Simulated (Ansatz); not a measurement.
A nudged elastic band was laid between two geometries of CH2BClF2 (7 atoms, charge 0, multiplicity 1).

Level of theory: RKS PBE-D4/def2-SVP (Ansatz 0.2.0).

| Quantity | Value |
| --- | --- |
| movable images | 7 |
| climbing image | yes |
| spring | 5.0 eV/Å² |
| optimiser | quadratic models (default) |
| start path | IDPP |
| force threshold | 0.05 eV/Å |
| iteration limit | 60 |
| end points | relaxed |

First end point:

```xyz
7
Properties=species:S:1:pos:R:3
F -0.886 -1.695 0.381
B 0.104 -0.893 -0.001
F 1.155 -1.457 -0.587
C 0.021 0.668 0.208
Cl -0.776 1.227 -1.331
H 1.004 1.170 0.278
H -0.623 0.980 1.051
```

Last end point:

```xyz
7
Properties=species:S:1:pos:R:3
F -0.793 -1.684 -0.583
B 0.129 -0.908 -0.036
F 1.224 -1.498 0.443
C 0.005 0.660 0.076
Cl -1.515 1.329 -0.601
H 0.865 1.137 -0.440
H 0.084 0.964 1.142
```

(1) Which bonds break or form, and what moves?

(2) What energy profile does the band end with?

(3) What is the geometry of the highest image?

The band took 6 iterations and of the order of 100 core-seconds.

## Answers

(1) No bond is made or broken. The dihedral F3–B2–C4–H7 goes from -154 to -58°.

(2) It converged. The highest image is number 3 of 0 to 8, 0.020 eV above the first end and 0.022 eV above the last; the last end lies 0.002 eV below the first. A vibrational analysis at the climbing image gives one clearly imaginary mode, 48i cm⁻¹: a first-order saddle point.

```tsv
image	path coordinate (Å)	energy (eV)	dihedral F3–B2–C4–H7 (°)
0	0.00	0.000	-154
1	0.27	0.005	-142
2	0.53	0.014	-129
3	0.80	0.020	-116
4	1.05	0.019	-104
5	1.31	0.013	-92
6	1.56	0.006	-80
7	1.81	0.000	-69
8	2.07	-0.002	-58
```

(3) 
```xyz
7
Properties=species:S:1:pos:R:3
F -0.953 -1.675 0.056
B 0.123 -0.902 -0.013
F 1.295 -1.506 -0.195
C 0.028 0.667 0.136
Cl -1.142 1.288 -1.095
H 1.000 1.171 -0.027
H -0.351 0.956 1.138
```

The run took 100 s on 1 thread of Arm Neoverse V1 (shared host), peak memory 0.11 GiB.
